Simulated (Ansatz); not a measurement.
A cut through the energy surface

C₂H₆Zn (SMILES [CH3][Zn][CH3]), closed shell, at its PBE0-D4/def2-TZVP minimum:

```
9
angstrom
C -0.9343 1.3005 -1.0870
Zn 0.0101 -0.0050 -0.0020
C 0.9540 -1.3108 1.0832
H -1.8069 0.8536 -1.5710
H -0.2877 1.7032 -1.8714
H -1.2834 2.1397 -0.4793
H 0.4673 -2.2887 1.0355
H 1.9855 -1.4349 0.7426
H 0.9839 -1.0040 2.1322
```

The bond length C3–H8 (1.093 Å at the minimum) is set to the values below, with the rest relaxed at PBE0-D4/def2-TZVP at each step. Each method's energies count from its own value at the PBE0-D4 minimum structure. Program: Ansatz 0.2.0. Basis: def2-TZVPP. Cores are frozen in the correlated methods. Filled d shells of the heavier atoms are correlated.

CCSD(T) energies along the scan:
```csv
bond length (Å),CCSD(T) (kJ/mol)
0.897,90.1
0.943,47.6
1.010,12.6
1.089,0.0
1.176,9.1
1.270,34.6
1.370,70.8
1.476,112.9
1.585,155.9
```
They count from the CCSD(T) energy at the PBE0-D4 minimum.

Largest difference from the CCSD(T) curve over the scan: r2SCAN-D4 1.3; PBE0-D4 5.1; wB97M-V 6.9; MP2 13.9 kJ/mol. Each curve counts from its own value at the minimum.

The T1 diagnostic stays at or below 0.016. This choice of frozen cores biases the correlated bond energies of the heavy atoms.

For scale, one of the runs: CCSD(T)/def2-TZVPP, 210 basis functions (an equivalent command: `ansatz run in.yaml --threads 8`). The run took 22 s on 8 CPU threads (shared host), with 3.6 GiB of host memory at its peak.
